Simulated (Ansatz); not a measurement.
`[CH3][AlH][O][SiH2][SiH3]` + `O[SiH2]O` → `O[SiH2]O[SiH2][SiH3]` + `[CH3][AlH][OH]`  (ligand exchange at the Si–O bond)

Gas-phase electronic energies from Ansatz, PBE0-D4/def2-TZVP geometries. CBS: MP2 limit from def2 TZ/QZ plus the TZ coupled-cluster correction, frozen cores. DFT in def2-TZVPP. Each species was taken in one conformer, which may not be the lowest.

```json
{"species": "`[CH3][AlH][O][SiH2][SiH3]`", "PBE-D4 energy (Eh)": "-939.74439"}
{"species": "`O[SiH2]O`", "PBE-D4 energy (Eh)": "-442.20660"}
{"species": "`O[SiH2]O[SiH2][SiH3]`", "PBE-D4 energy (Eh)": "-1023.34404"}
{"species": "`[CH3][AlH][OH]`", "PBE-D4 energy (Eh)": "-358.60468"}
```

Work out ΔE.

ΔE = (-1023.34404) + (-358.60468) − (-939.74439) − (-442.20660) = 0.00227 Eh = +0.06 eV. CCSD(T)/CBS gives +0.06 eV.

Largest T1 diagnostic among the species: 0.012.
